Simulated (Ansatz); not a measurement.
# Counterpoise correction, worked out

The pair of Cl⁻ (SMILES [Cl-], atom 1) and HCl (SMILES Cl, atoms 2–3), both closed shells, in one local arrangement (a lower one may exist), relaxed at PBE0-D4/def2-TZVPD:

Cl1  (-0.085, -0.016, -1.561)
Cl2  (0.085, 0.016, 1.561)
H3  (0.000, 0.000, 0.000)
(Å)

Ansatz 0.2.0; basis: def2-TZVPPD; cores frozen in the correlated methods.

MP2 total energies in eV:

| system | geometry | basis functions | energy |
| --- | --- | --- | --- |
| pair | pair | all | -25037.53591 |
| Cl⁻ | as in the pair | all (partner as ghosts) | -12511.00537 |
| HCl | as in the pair | all (partner as ghosts) | -12524.67346 |
| Cl⁻ | as in the pair | its own | -12510.93813 |
| HCl | as in the pair | its own | -12524.65833 |
| Cl⁻ | free (PBE0-D4 minimum) | its own | -12510.93813 |
| HCl | free (PBE0-D4 minimum) | its own | -12525.53706 |

(1) Work out the interaction energy with and without the counterpoise correction, the superposition error, and the binding energy from the relaxed fragments.

No T1 diagnostic of these runs exceeds 0.008.

## Answers

(1) Without correction: -25037.53591 − (-12510.93813) − (-12524.65833) = -1.93945 eV.
With correction (each fragment in the whole basis): -25037.53591 − (-12511.00537) − (-12524.67346) = -1.85708 eV = -42.83 kcal/mol.
The superposition error is the difference, 0.08237 eV, 4 % of the uncorrected value: each fragment borrows its partner's functions.
Deformation from the free shapes: 0.00000 eV for Cl⁻ and 0.87873 eV for HCl.
Binding energy from relaxed fragments: -1.85708 + 0.00000 + 0.87873 = -0.97835 eV = -22.56 kcal/mol (electronic, without zero-point energy; negative means bound). The deformation is large: the pair is on the way to a chemical bond or a shared proton. For comparison, the corrected interaction energy by CCSD(T) at an estimated basis limit (MP2 extrapolated from triple and quadruple zeta, plus CCSD(T) − MP2 in triple zeta) is -1.804 eV.

For scale, one of the runs: CCSD(T)/def2-TZVPPD, 119 basis functions, launched by `ansatz run in.yaml --threads 2 --pin off --events-out ev --progress --plain --max-ram 5222MiB`. The run took about 2 s on 2 CPU threads (shared host).
